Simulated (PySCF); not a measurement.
Gas-phase reaction: ZrCl3OH + 2 HO2 = ZrO2 + O3 + 3 HCl

Energies from PySCF (xtb for GFN2), thermal terms from the rigid-rotor harmonic-oscillator model, ideal gas at 1 bar. S°(298 K) at PBE0/def2-TZVP differs from the NASA 1993 table for ZrO2 (-6 J/mol/K); whether the harmonic model or the table's entry is off was not settled. † marks an energy on the PBE0/def2-TZVP geometry and frequencies; other levels use their own. MP2 freezes the core. Open shells (unrestricted): HO2 (multiplicity 2); the rest are closed-shell singlets. GFN2 has no spin-polarisation term. Zr: scalar-relativistic def2 core potential, no spin-orbit coupling. ZrCl3OH: computed as isolated molecules; such fragments, hydroxides, amides, oligomers or adducts are transient or little studied in the gas. MP2 isn't extrapolated to the basis-set limit; its ΔH°(298 K) is 481.9 kJ in def2-SVP and 449.7 kJ in def2-TZVPP. The harmonic model lacks anharmonicity and excited electronic states, which grow with temperature; levels with a mode under 35 cm⁻¹ are left out. Strong static correlation: O3. Soft modes under 120 cm⁻¹ make the harmonic entropy rough for ZrCl3OH.

```json
[
 {"level": "BLYP/def2-TZVP†", "ΔE electronic, kJ": "547", "ΔH°(298 K), kJ": "519", "ΔS°(298 K), J/K": "225", "ΔG°(2500 K), kJ": "-1"},
 {"level": "GFN2-xTB", "ΔE electronic, kJ": "800", "ΔH°(298 K), kJ": "770", "ΔS°(298 K), J/K": "217", "ΔG°(2500 K), kJ": "266"},
 {"level": "HF/def2-TZVP†", "ΔE electronic, kJ": "1000", "ΔH°(298 K), kJ": "972", "ΔS°(298 K), J/K": "225", "ΔG°(2500 K), kJ": "452"},
 {"level": "MP2/def2-SVP†", "ΔE electronic, kJ": "509", "ΔH°(298 K), kJ": "482", "ΔS°(298 K), J/K": "225", "ΔG°(2500 K), kJ": "-38"},
 {"level": "MP2/def2-TZVPP†", "ΔE electronic, kJ": "477", "ΔH°(298 K), kJ": "450", "ΔS°(298 K), J/K": "225", "ΔG°(2500 K), kJ": "-70"},
 {"level": "PBE0/def2-QZVP†", "ΔE electronic, kJ": "660", "ΔH°(298 K), kJ": "632", "ΔS°(298 K), J/K": "225", "ΔG°(2500 K), kJ": "112"},
 {"level": "PBE0/def2-TZVP", "ΔE electronic, kJ": "661", "ΔH°(298 K), kJ": "633", "ΔS°(298 K), J/K": "225", "ΔG°(2500 K), kJ": "113"},
 {"level": "r2SCAN/def2-TZVP†", "ΔE electronic, kJ": "637", "ΔH°(298 K), kJ": "609", "ΔS°(298 K), J/K": "225", "ΔG°(2500 K), kJ": "89"},
 {"level": "ωB97X-V/def2-TZVP†", "ΔE electronic, kJ": "685", "ΔH°(298 K), kJ": "657", "ΔS°(298 K), J/K": "225", "ΔG°(2500 K), kJ": "138"}
]
```
ΔH° is lowest at MP2/def2-TZVPP† and highest at HF/def2-TZVP†. No reference value is set beside these.
